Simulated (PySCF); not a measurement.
## Iron: a sound run and one with changed settings

Sound run: Fe [Ar] 3d6 4s2, Fe⁺ [Ar] 3d6 4s1. All numbers are calculated (PySCF 2.14, the non-relativistic Hamiltonian (point nucleus), in aug-cc-pVDZ). The sound run starts from symmetry-adapted Hartree-Fock orbitals and uses a fine grid where one is needed.

A second run was set up differently.

```csv
species,method,sound run (hartree),changed run (hartree),converged
Fe,UHF,-1262.45147,-1262.45147,yes
Fe,TPSS,-1263.70273,-1263.71866,yes
Fe,PBE,-1263.42649,-1263.43454,yes
Fe⁺,UHF,-1262.21741,-1262.21741,yes
Fe⁺,TPSS,-1263.42592,-1263.44289,yes
Fe⁺,PBE,-1263.14270,-1263.15213,yes
```

Ionisation energy of Fe:

```csv
method,sound run (eV),changed run (eV)
UHF,6.369,6.369
TPSS,7.533,7.504
PBE,7.722,7.685
```

(1) What was changed?
A. too few SCF iterations
B. all electrons correlated in a valence basis
C. basis contracted for another Hamiltonian
D. angular grid far too coarse

## Answers

(1) D. It used 26 angular points. A coarse angular grid integrates products of high-l functions wrongly, so density functionals can shift, and the SCF can exploit the error; Hartree-Fock and MP2 need no grid.
